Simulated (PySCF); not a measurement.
Screening by computed properties: pick the candidate that meets the target.

Each SMILES stands for a single optimised conformer of the isolated species, non-relativistic unless stated; the electronic structure was computed with PySCF and density fitting.

Dipoles, sizes and rotational constants follow the conformer. The torsions of the flexible species, by atom-mapped SMILES:
- `[CH3:1][CH2:2][CH2:3][CH2:4][P:5]1[CH2:6][CH2:7][CH2:8]1`: C1–C2–C3–C4 180°, C2–C3–C4–P5 61°, C3–C4–P5–C6 84°
- `[CH3:1][CH2:2][c:3]1[nH:4][n:5][n:6][c:7]1[C:8]([CH3:9])=[O:10]`: C1–C2–C3–N4 95°, N6–C7–C8–C9 2°
- `[CH3:1][CH2:2][C:3]([CH3:4])=[O:5]`: C1–C2–C3–C4 169°

**Question.** Wanted: HOMO energy between -7 eV and -6.2 eV (PBE0/pcSseg-1) and dipole moment below 3 D (PBE0/pcSseg-1), at GFN2-xTB geometries. Which candidate meets both?
A. `C=C1C=CC(C#CC#CC)=C1`
B. `C(C)CCP1CCC1`
C. `CCC(C)=O`
D. `CCc1[nH]nnc1C(=O)C`

**Answer.** B. Computed values:
```csv
species,HOMO energy,dipole moment
CCc1[nH]nnc1C(=O)C,-7.42 eV,3.56 D
CCC(C)=O,-7.21 eV,2.85 D
C(C)CCP1CCC1,-6.28 eV,1.26 D
C=C1C=CC(C#CC#CC)=C1,-6.12 eV,0.37 D
```
